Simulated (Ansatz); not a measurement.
Start from `C[N](C)[Zn][Cl]` and change one atom or group to get `CN(C)[SiH3]`.

Ansatz, PBE0-D4/def2-TZVP geometries, multiplicity 1. Each molecule was computed in one conformer, which needn't be the lowest.

Scalar relativity is left out up to krypton.

```tsv
property	`C[N](C)[Zn][Cl]`
HOMO energy (PBE/def2-TZVPP) / eV	-4.84
zero-point energy (PBE0-D4/def2-TZVP) / kJ/mol	216.2
HOMO energy (ωB97M-V/def2-TZVPP) / eV	-8.36
HOMO–LUMO gap (ωB97M-V/def2-TZVPP) / eV	9.19
ideal-gas entropy at 298 K and 1 bar (rigid rotor, harmonic PBE0-D4/def2-TZVP) / J/(mol·K)	367
size of the dipole moment (PBE/def2-TZVPP) / D	2.07
```

Question: Give the same properties after the change, and the shifts. (Best estimate.)

Answer: Ansatz gave: 
| property | `CN(C)[SiH3]` | shift |
| --- | --- | --- |
| HOMO energy (PBE/def2-TZVPP) / eV | -5.09 | -0.25 |
| zero-point energy (PBE0-D4/def2-TZVP) / kJ/mol | 281.3 | 65.1 |
| HOMO energy (ωB97M-V/def2-TZVPP) / eV | -8.69 | -0.33 |
| HOMO–LUMO gap (ωB97M-V/def2-TZVPP) / eV | 10.85 | 1.66 |
| ideal-gas entropy at 298 K and 1 bar (rigid rotor, harmonic PBE0-D4/def2-TZVP) / J/(mol·K) | 328 | -39 |
| size of the dipole moment (PBE/def2-TZVPP) / D | 1.01 | -1.06 |

With PBE0 the HOMO falls by 0.33 eV and the LUMO rises by 1.39 eV, so the gap widens by about 1.72 eV. PBE moves the HOMO by -0.25 eV and ωB97M-V by -0.33 eV. The zero-point energy changes by 65.1 kJ/mol with +6 modes. Dipoles are sizes alone; their direction can turn. Modes under 60 cm⁻¹, often nearly free rotors, make the harmonic entropy too high.
